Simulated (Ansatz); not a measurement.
Reaction (substitution at a C–Si bond): `C#C[SiH](Cl)Cl` + `CC(O)O` → `C#COC(C)O` + `Cl[SiH2]Cl`

Calculated with Ansatz (gas phase, PBE0-D4/def2-TZVP geometries, no zero-point term in ΔE). CCSD(T)/CBS adds triple-zeta CCSD(T) − MP2 to the extrapolated MP2 energy (def2 sets, frozen cores). Functionals use def2-TZVPP. One conformer a species, not always the lowest.

```tsv
level	ΔE (kJ/mol)
PBE	110.4
BHLYP	118.0
```

(1) What does CCSD(T)/CBS give? (Estimate.)

Largest T1 diagnostic among the species: 0.012.

## Answers

(1) The calculation gave: +133.4 kJ/mol. The listed levels differ from it by -23.0, -15.4 kJ/mol.

From PBE to PBE0 (25 % exact exchange), in def2-TZVPP and without D4, ΔE moves by +4.0 kJ/mol. In def2-TZVPP, CCSD(T) changes the Hartree–Fock value by +10.7 kJ/mol (the triples alone add +0.4 kJ/mol) and MP2 by +17.2 kJ/mol.
